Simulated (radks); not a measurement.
Charge is removed step by step from the 1s1/2 level of H, starting from 1s1. Method: Dirac Kohn-Sham, LDA (Slater exchange, Perdew-Wang correlation), spin-unpolarised, spherical densities, point nucleus; computed with a radial shooting solver on a logarithmic mesh with Libxc functionals.

removed (e)  E - E(0) (eV)  eigenvalue (eV)
0                    0.000           -6.353
0.1                  0.691           -7.482
0.2                  1.498           -8.654
0.3                  2.423           -9.860
0.4                  3.471          -11.091
0.5                  4.642          -12.330
0.6                  5.936          -13.555
0.7                  7.351          -14.729
0.8                  8.878          -15.778
0.9                 10.496          -16.502

The mean slope of the eigenvalue, de/dn, is 11.3 eV per electron.
